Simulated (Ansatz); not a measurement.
A structure relaxed at PBE-D4/def2-TZVP in Ansatz, charge 0, doublet:

```xyz
3

Cu    0.533    0.377    1.902
Te   -0.064    0.985   -0.373
Te   -0.469   -1.362   -1.529
```

(1) Give its formula and point group.

(2) Summarise the bond lengths by kind (pairs closer than 1.2 times the sum of covalent radii, bridged metal pairs left out).

Answers

(1) the cluster CuTe2. Point group Cs (tolerance 0.1 Å).

(2) 1 × Cu–Te 2.43 Å; 1 × Te–Te 2.65 Å. The metal has 1 neighbour: Te 2.43 Å.

In the def2 sets Te takes a core potential; there is no spin–orbit coupling. Another isomer (doublet) lies 0.33 eV lower at PBE0-D4/def2-TZVP; other spin states weren't run for this one.
